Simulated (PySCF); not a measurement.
MoH4, SMILES [MoH4] (connectivity only; charge and spin as stated), neutral, multiplicity 3.

Geometry optimised at B3LYP-D3(BJ)/def2-TZVPD. The multiplicity is an assumed one; other spin states were not compared. The def2 effective core potentials stand for the cores of Mo; spin–orbit coupling is left out.

Two levels are set side by side: PBE/def2-TZVPD (PySCF) and PBE0/def2-TZVPD (PySCF). Same geometry, gas phase. Differences are taken from unrounded values.

| quantity | PBE0 |
|---|---|
| α-spin orbital gap (eV) | 5.06 |
| β-spin orbital gap (eV) | 6.96 |
| mean polarisability (bohr³) | 51.2 |

Task: What does PBE give, and how far is it from PBE0? (Estimate from the structure and the level; the computed values follow.)

Result: 
```csv
quantity,PBE,PBE minus PBE0
α-spin orbital gap (eV),2.58,-2.48
β-spin orbital gap (eV),4.29,-2.67
mean polarisability (bohr³),52.4,1.2
```

Rough cost on one machine, each run with all the roots and properties that it gave: PBE0 against PBE within a factor of 2.
